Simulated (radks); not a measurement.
Task: Charge is removed step by step from the 5p down level of Eu, starting from [Kr] 4d10 4f7 5s2 5p(up 3, down 3) 6s2. Method: scalar-relativistic Kohn-Sham, r2SCAN, spin-polarised, spherical densities, finite nucleus; open shells are filled with parallel spins first (spin-orbit coupling, left out, can overturn this in heavy ions); meta-GGA in the generalised Kohn-Sham scheme; Fermi nuclear charge, rms radius 5.1115 fm; computed with a radial shooting solver on a logarithmic mesh with Libxc functionals. At the starting occupation the eigenvalue is -22.909 eV. Estimate the energy to remove one whole electron from this level, the eigenvalue at the end, and how far E(n) bends from a straight line.

Result: Delta-SCF 27.588 eV; final eigenvalue -32.503 eV; the deviation from the straight line is -1.202 eV at 0.5 electron removed, the largest on the grid computed. Slater's transition state (half an electron removed) gives 27.562 eV. Integrating minus the eigenvalue over the occupation (Janak's theorem) gives 27.610 eV. In this scalar-relativistic scheme the density is built from large components alone, so the theorem holds only approximately. The mean slope of the eigenvalue, de/dn, is 9.59 eV per electron.
